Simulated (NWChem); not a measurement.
System: C3H8N2Si; SMILES N[SiH](C#CC)N

Input file for NWChem:

```
start job
memory heap 200 mb stack 900 mb global 1100 mb
geometry units angstroms noautoz
  C      0.016059    -3.408024     0.164060
  C      0.002250    -1.964953     0.000720
  C     -0.008274    -0.752242    -0.135761
  Si     0.021206     1.076231    -0.369195
  N     -1.421782     1.636306     0.387140
  N      1.341609     1.929873     0.337905
  H      1.041920    -3.778992     0.316676
  H     -0.585285    -3.715912     1.033968
  H     -0.394217    -3.912405    -0.725040
  H      0.179374     1.318284    -1.838224
  H     -2.239600     1.039276     0.413187
  H     -1.670280     2.618062     0.347512
  H      1.495508     1.872884     1.338889
  H      2.218918     1.991289    -0.165858
end
basis spherical
  * library def2-svp
end
dft
  xc b3lyp
  iterations 150
  mulliken
end
task dft energy
```

All runs use the structure optimised with PBE0/def2-SVP. B3LYP is NWChem's, with the RPA form of VWN correlation.

Q: What results follow from this input? (B3LYP/def2-SVP.) Quantities: energy (Ha); highest occupied level (eV); orbital gap (eV); dipole (D).

A: The energy (Ha) is -517.90 and the highest occupied level (eV) is -6.64. The orbital gap (eV) is 7.16. The dipole (D) is 1.09.
